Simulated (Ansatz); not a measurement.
`C[S][AlH][Cl]` + HCl → `[Cl][AlH][Cl]` + CH₃SH  (ligand exchange at the Al–S bond)

Program: Ansatz. Geometries: PBE0-D4/def2-TZVP. ΔE: electronic, gas phase. CCSD(T)/CBS is the MP2 limit (def2-TZVPP, def2-QZVPP) plus CCSD(T) − MP2 in def2-TZVPP, frozen cores. This one scheme is used for every species. Functionals use def2-TZVPP. HSE06 is defined as in plane-wave codes. Each species was taken in one conformer, which may not be the lowest.

(1) Is it downhill or uphill in electronic energy at CCSD(T)/CBS, and by how much? (Estimate.)

(2) What do these levels give: r2SCAN-D4, HSE06-D4, CAM-B3LYP-D4, PBE-QIDH, PBE, PBE0, r2SCAN0, CAM-B3LYP, LC-ωPBE, HF/def2-TZVPP, HF/def2-QZVPP, MP2/def2-QZVPP? (Estimate.)

Largest T1 diagnostic among the species: 0.010.

Results:

(1) The calculation gave: Downhill: ΔE = -12.5 kcal/mol.

(2) Ansatz gave: r2SCAN-D4 -12.5, HSE06-D4 -11.7, CAM-B3LYP-D4 -13.5, PBE-QIDH -12.7, PBE -11.6, PBE0 -12.4, r2SCAN0 -13.2, CAM-B3LYP -14.2, LC-ωPBE -13.2, HF/def2-TZVPP -16.5, HF/def2-QZVPP -16.6, MP2/def2-QZVPP -12.6 kcal/mol.

At CCSD(T), def2-SVP lies −1.3 kcal/mol from the extrapolated value and def2-TZVPP +0.1 kcal/mol. From PBE to PBE0 (25 % exact exchange), in def2-TZVPP and without D4, ΔE moves by −0.8 kcal/mol.
